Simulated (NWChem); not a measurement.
System: AlNH3Cl2, doublet

Output (shortened):

```
             Northwest Computational Chemistry Package (NWChem) 7.3.0
             --------------------------------------------------------

                             Geometry "geometry" -> ""
                             -------------------------

 Output coordinates in angstroms (scale by  1.889725989 to convert to a.u.)

  No.       Tag          Charge          X              Y              Z
 ---- ---------------- ---------- -------------- -------------- --------------
    1 Al                  13.0000    -0.04730800     0.71099400    -0.09675400
    2 Cl                  17.0000     0.71686800    -0.55468800    -1.66736000
    3 Cl                  17.0000     0.51223300     0.11778200     1.90018000
    4 N                    7.0000    -1.93665400    -0.12991600    -0.04662000
    5 H                    1.0000    -1.96879600    -0.86770900    -0.75522500
    6 H                    1.0000    -2.06185100    -0.56144400     0.87294700
    7 H                    1.0000    -2.71849400     0.50561000    -0.21083700

 Effective nuclear repulsion energy (a.u.)     249.3660607907

  xc_inp: hfexch multiplicative factor not found.

                                 NWChem DFT Module
                                 -----------------

 Summary of "ao basis" -> "ao basis" (spherical)
 ------------------------------------------------------------------------------
       Tag                 Description            Shells   Functions and Types
 ---------------- ------------------------------  ------  ---------------------
 Al                          6-31g*                  8       18   4s3p1d
 Cl                          6-31g*                  8       18   4s3p1d
 N                           6-31g*                  6       14   3s2p1d
 H                           6-31g*                  2        2   2s

            General Information
            -------------------
          SCF calculation type: DFT
          Wavefunction type:  spin polarized.
          No. of atoms     :     7
          No. of electrons :    57
           Alpha electrons :    29
            Beta electrons :    28
          Charge           :     0
          Spin multiplicity:     2
          Use of symmetry is: off; symmetry adaption is: off
          Maximum number of iterations: 150
          AO basis - number of functions:    74
                     number of shells:    36
          Convergence on energy requested:  1.00D-06
          Convergence on density requested:  1.00D-05
          Convergence on gradient requested:  5.00D-04

              XC Information
              --------------
                     Hartree-Fock (Exact) Exchange  1.000

      Superposition of Atomic Density Guess
      -------------------------------------

 Sum of atomic energies:       -1216.54825200

      Non-variational initial energy
      ------------------------------

 Total energy =   -1217.561033
 1-e energy   =   -2178.600286
 2-e energy   =     711.673192
 HOMO         =      -0.124955
 LUMO         =       0.069305

     ---------------------------------------------
      Total Density - Mulliken Population Analysis
     ---------------------------------------------

    Atom       Charge   Shell Charges
 -----------   ------   -------------------------------------------------------
    1 Al  13    12.25   2.00  2.00  5.97  0.85  0.67  0.45  0.16  0.15
    2 Cl  17    17.52   2.00  2.00  5.98  1.39  3.78  0.55  1.82  0.01
    3 Cl  17    17.52   2.00  2.00  5.98  1.39  3.78  0.55  1.82  0.01
    4 N    7     8.06   2.00  0.80  2.54  0.85  1.86  0.02
    5 H    1     0.55   0.40  0.15
    6 H    1     0.55   0.40  0.15
    7 H    1     0.54   0.40  0.14

     --------------------------------------------
      Spin Density - Mulliken Population Analysis
     --------------------------------------------

    Atom       Charge   Shell Charges
 -----------   ------   -------------------------------------------------------
    1 Al  13     0.82   0.00  0.00  0.00  0.24  0.13  0.36  0.08  0.00
    2 Cl  17     0.06   0.00  0.00  0.00  0.01  0.06 -0.01  0.00  0.00
    3 Cl  17     0.06   0.00  0.00  0.00  0.01  0.06 -0.01  0.00  0.00
    4 N    7     0.05   0.00  0.01  0.03 -0.00  0.01  0.00
    5 H    1     0.01   0.00  0.01
    6 H    1     0.01   0.00  0.01
    7 H    1     0.00  -0.00  0.00

   convergence    iter        energy       DeltaE   RMS-Dens  Diis-err
 ---------------- ----- ----------------- --------- --------- ---------
 d= 0,ls=0.0,diis     1  -1217.1479004352 -1.47D+03  6.09D-03  7.06D-02
                                                     4.17D-03  6.88D-02
 d= 0,ls=0.0,diis     2  -1217.2078922863 -6.00D-02  2.16D-03  7.70D-03
                                                     1.28D-03  7.63D-03
 d= 0,ls=0.0,diis     3  -1217.2152270611 -7.33D-03  1.47D-03  1.10D-03
                                                     4.73D-04  6.78D-04
 d= 0,ls=0.0,diis     4  -1217.2167925372 -1.57D-03  5.32D-04  9.10D-05
                                                     1.64D-04  5.35D-05
 d= 0,ls=0.0,diis     5  -1217.2169710545 -1.79D-04  1.90D-04  1.21D-05
                                                     7.44D-05  1.11D-05
  Resetting Diis
 d= 0,ls=0.0,diis     6  -1217.2169985924 -2.75D-05  5.39D-05  2.52D-06
                                                     3.27D-05  1.55D-06
 d= 0,ls=0.0,diis     7  -1217.2170026091 -4.02D-06  1.41D-05  2.81D-07
                                                     8.02D-06  3.83D-07
 d= 0,ls=0.0,diis     8  -1217.2170030495 -4.40D-07  7.42D-06  1.65D-07
                                                     4.11D-06  6.86D-08

         Total DFT energy =    -1217.217003049538
      One electron energy =    -2181.806620680146
           Coulomb energy =      796.322122801079
    Exchange-Corr. energy =      -81.098565961216
 Nuclear repulsion energy =      249.366060790745

 Numeric. integr. density =        0.000000000000

                    DFT Final Alpha Molecular Orbital Analysis
                    ------------------------------------------

 Vector   27  Occ=1.000000D+00  E=-4.389727D-01
              MO Center=  5.9D-01, -2.0D-01,  1.1D-01, r^2= 4.5D+00
   Bfn.  Coefficient  Atom+Function         Bfn.  Coefficient  Atom+Function
  ----- ------------  ---------------      ----- ------------  ---------------
    25      0.395685  2 Cl px                43     -0.390778  3 Cl px
    44     -0.303871  3 Cl py                26      0.287701  2 Cl py
    29      0.244417  2 Cl px                47     -0.241470  3 Cl px
    48     -0.184397  3 Cl py                30      0.174683  2 Cl py
    21     -0.154610  2 Cl px                39      0.152688  3 Cl px

 Vector   28  Occ=1.000000D+00  E=-4.279438D-01
              MO Center=  5.8D-01, -1.8D-01,  1.1D-01, r^2= 4.6D+00
   Bfn.  Coefficient  Atom+Function         Bfn.  Coefficient  Atom+Function
  ----- ------------  ---------------      ----- ------------  ---------------
    27      0.418400  2 Cl pz                44      0.321770  3 Cl py
    45      0.295843  3 Cl pz                43     -0.252637  3 Cl px
    31      0.243455  2 Cl pz                25      0.211645  2 Cl px
    48      0.192582  3 Cl py                26     -0.187137  2 Cl py
    49      0.168970  3 Cl pz                23     -0.162866  2 Cl pz

 Vector   29  Occ=1.000000D+00  E=-2.955310D-01
              MO Center= -5.5D-02,  1.3D+00, -2.0D-01, r^2= 3.2D+00
   Bfn.  Coefficient  Atom+Function         Bfn.  Coefficient  Atom+Function
  ----- ------------  ---------------      ----- ------------  ---------------
    10      0.512718  1 Al s                  8      0.444424  1 Al py
     6      0.397146  1 Al s                 26     -0.230900  2 Cl py
    12      0.203122  1 Al py                30     -0.201625  2 Cl py
    44     -0.193213  3 Cl py                48     -0.179740  3 Cl py
     2     -0.160500  1 Al s                  4     -0.148697  1 Al py

 Vector   30  Occ=0.000000D+00  E= 9.824897D-02
              MO Center= -4.4D-01,  9.6D-01, -1.7D-01, r^2= 6.7D+00
   Bfn.  Coefficient  Atom+Function         Bfn.  Coefficient  Atom+Function
  ----- ------------  ---------------      ----- ------------  ---------------
    11      1.154214  1 Al px                60      0.803935  4 N  s
    10     -0.342677  1 Al s                 47     -0.251749  3 Cl px
     6      0.244040  1 Al s                 29     -0.240970  2 Cl px
    74     -0.208797  7 H  s                  7      0.180987  1 Al px
    12      0.150795  1 Al py                62      0.106209  4 N  py

 Vector   31  Occ=0.000000D+00  E= 1.241045D-01
              MO Center= -2.5D-01,  1.3D+00, -2.2D-01, r^2= 6.7D+00
   Bfn.  Coefficient  Atom+Function         Bfn.  Coefficient  Atom+Function
  ----- ------------  ---------------      ----- ------------  ---------------
    13      1.531542  1 Al pz                28      0.728170  2 Cl s
    46     -0.728208  3 Cl s                 12      0.288667  1 Al py
    30      0.251978  2 Cl py                48     -0.217204  3 Cl py
     9      0.189770  1 Al pz                70      0.189870  5 H  s
    72     -0.189899  6 H  s                 29     -0.153100  2 Cl px

 Vector   32  Occ=0.000000D+00  E= 1.499667D-01
              MO Center= -4.2D-01, -3.3D-01,  7.9D-02, r^2= 6.9D+00
   Bfn.  Coefficient  Atom+Function         Bfn.  Coefficient  Atom+Function
  ----- ------------  ---------------      ----- ------------  ---------------
    10      1.216729  1 Al s                 60     -1.048314  4 N  s
    12     -0.935786  1 Al py                28     -0.602830  2 Cl s
    46     -0.602779  3 Cl s                 74      0.517417  7 H  s
    11      0.441543  1 Al px                70      0.396946  5 H  s
    72      0.396924  6 H  s                 31     -0.347406  2 Cl pz

                     DFT Final Beta Molecular Orbital Analysis
                     -----------------------------------------

 Vector   26  Occ=1.000000D+00  E=-4.429889D-01
              MO Center=  5.2D-01, -1.8D-01,  1.0D-01, r^2= 4.5D+00
   Bfn.  Coefficient  Atom+Function         Bfn.  Coefficient  Atom+Function
  ----- ------------  ---------------      ----- ------------  ---------------
    25      0.459855  2 Cl px                43      0.459611  3 Cl px
    29      0.272723  2 Cl px                47      0.273142  3 Cl px
    21     -0.179458  2 Cl px                39     -0.179361  3 Cl px
    44      0.140699  3 Cl py                26      0.139929  2 Cl py
    60      0.136548  4 N  s                 57      0.116017  4 N  px

 Vector   27  Occ=1.000000D+00  E=-4.358125D-01
              MO Center=  5.9D-01, -2.0D-01,  1.1D-01, r^2= 4.5D+00
   Bfn.  Coefficient  Atom+Function         Bfn.  Coefficient  Atom+Function
  ----- ------------  ---------------      ----- ------------  ---------------
    43     -0.409247  3 Cl px                25      0.404861  2 Cl px
    26      0.281325  2 Cl py                44     -0.266935  3 Cl py
    47     -0.256368  3 Cl px                29      0.254420  2 Cl px
    30      0.169797  2 Cl py                48     -0.163412  3 Cl py
    39      0.159873  3 Cl px                21     -0.158149  2 Cl px

 Vector   28  Occ=1.000000D+00  E=-4.257646D-01
              MO Center=  5.9D-01, -1.8D-01,  1.1D-01, r^2= 4.6D+00
   Bfn.  Coefficient  Atom+Function         Bfn.  Coefficient  Atom+Function
  ----- ------------  ---------------      ----- ------------  ---------------
    27      0.410735  2 Cl pz                44      0.371928  3 Cl py
    45      0.274158  3 Cl pz                26     -0.242834  2 Cl py
    31      0.243175  2 Cl pz                48      0.225618  3 Cl py
    43     -0.200072  3 Cl px                25      0.160763  2 Cl px
    23     -0.159914  2 Cl pz                49      0.159640  3 Cl pz

 Vector   29  Occ=0.000000D+00  E= 5.370042D-02
              MO Center= -2.4D-01,  1.6D+00, -2.7D-01, r^2= 3.9D+00
   Bfn.  Coefficient  Atom+Function         Bfn.  Coefficient  Atom+Function
  ----- ------------  ---------------      ----- ------------  ---------------
    10      1.000917  1 Al s                 60     -0.414017  4 N  s
    12      0.362734  1 Al py                30     -0.195942  2 Cl py
     2     -0.176343  1 Al s                 28     -0.169080  2 Cl s
    46     -0.169077  3 Cl s                 48     -0.155106  3 Cl py
     8      0.147260  1 Al py                49      0.144972  3 Cl pz

 Vector   30  Occ=0.000000D+00  E= 1.241258D-01
              MO Center= -7.1D-01,  7.1D-01, -1.4D-01, r^2= 7.3D+00
   Bfn.  Coefficient  Atom+Function         Bfn.  Coefficient  Atom+Function
  ----- ------------  ---------------      ----- ------------  ---------------
    11      1.050993  1 Al px                60      1.030895  4 N  s
    74     -0.392605  7 H  s                 12      0.357553  1 Al py
    10     -0.322689  1 Al s                  6      0.249030  1 Al s
    47     -0.228289  3 Cl px                29     -0.222942  2 Cl px
    70     -0.186196  5 H  s                 72     -0.186183  6 H  s

 Vector   31  Occ=0.000000D+00  E= 1.540686D-01
              MO Center= -2.7D-01,  1.3D+00, -2.2D-01, r^2= 7.2D+00
   Bfn.  Coefficient  Atom+Function         Bfn.  Coefficient  Atom+Function
  ----- ------------  ---------------      ----- ------------  ---------------
    13      1.625889  1 Al pz                28      0.730413  2 Cl s
    46     -0.730489  3 Cl s                 12      0.306430  1 Al py
    30      0.243630  2 Cl py                48     -0.212614  3 Cl py
    70      0.154263  5 H  s                 72     -0.154351  6 H  s
    29     -0.147378  2 Cl px                47      0.137909  3 Cl px

     ---------------------------------------------
      Total Density - Mulliken Population Analysis
     ---------------------------------------------

[...]

                     NWChem Electrostatic Potential Fit Module
                     -----------------------------------------

 Atom parameters

 Number of atoms is                                    7
 Number of basis functions is                         74

 Grid parameters

 Maximum number of grid points is                  32664
 Number of grid points is                          32663
 Grid range                                     0.300000 nm
 Grid spacing                                   0.020000 nm
 Probe radius                                   0.070000 nm
 Atom radius factor                             1.000000

 Atomic radii

    1    0.100000
    7    0.140000
   13    0.195000
   17    0.169000
 FASTESP  F
  using M.O. file = ./job.movecs

    Atom              Coordinates                           Charge

                                                  ESP

    1 Al   -0.004731    0.071099   -0.009675    0.254559
    2 Cl    0.071687   -0.055469   -0.166736   -0.338078
    3 Cl    0.051223    0.011778    0.190018   -0.338303
    4 N    -0.193665   -0.012992   -0.004662   -0.202913
    5 H    -0.196880   -0.086771   -0.075523    0.230885
    6 H    -0.206185   -0.056144    0.087295    0.230309
    7 H    -0.271849    0.050561   -0.021084    0.163539
                                            ------------
                                               -0.000000

 Dipole moment                                  2.676895

 Quadrupole moment Qxx                          4.489187
                   Qyy                          9.405729
                   Qzz                        -13.894916

 RMS deviation kJ/mol                           0.125621

 RRMS %                                        22.253116
```

Level: UHF/6-31G* (spherical d). Coordinates come from a PBE0/def2-SVP, spin-unrestricted optimisation. The spin multiplicity was typed, not searched, and may not be the lowest. No stability test was run on the SCF state.

Question: Which NWChem input produces such a log?

Answer: Several could match; the one computed here: the input that was run:
```
start job
memory heap 200 mb stack 900 mb global 1100 mb
geometry units angstroms noautosym nocenter noautoz
  Al    -0.047308     0.710994    -0.096754
  Cl     0.716868    -0.554688    -1.667360
  Cl     0.512233     0.117782     1.900180
  N     -1.936654    -0.129916    -0.046620
  H     -1.968796    -0.867709    -0.755225
  H     -2.061851    -0.561444     0.872947
  H     -2.718494     0.505610    -0.210837
end
basis spherical
  * library 6-31g*
end
dft
  odft
  mult 2
  xc hfexch
  iterations 150
  mulliken
end
task dft energy
esp
  recalculate
  probe 0.07
  range 0.3
  factor 1.0
  spacing 0.02
end
task esp
```
